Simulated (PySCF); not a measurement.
H₆O₂P₂Si, SMILES O[Si](O)(P)P. Coordinates come from a PBE-D3(BJ)/def2-SVP optimisation. This is a generated structure with no PubChem entry under its InChIKey; it may be hypothetical. One conformer was computed; it need not be the lowest.

Computed equilibrium geometry at PBE-D3(BJ)/def2-SVP (PySCF confirms it by a frequency run) as a Z-matrix (one conformer of several):
```
Si
O 1 1.6823
H 2 0.9748 1 113.90
O 1 1.6840 2 112.46 3 61.24
H 4 0.9745 1 114.19 2 67.31
P 1 2.2712 2 110.71 3 -52.62
H 6 1.4406 1 92.67 2 -171.65
H 6 1.4408 7 93.22 1 -92.19
P 1 2.2751 2 102.35 3 -174.59
H 9 1.4419 1 91.64 2 -162.02
H 9 1.4439 10 92.74 1 -93.01
```
Charge 0, spin multiplicity 1.
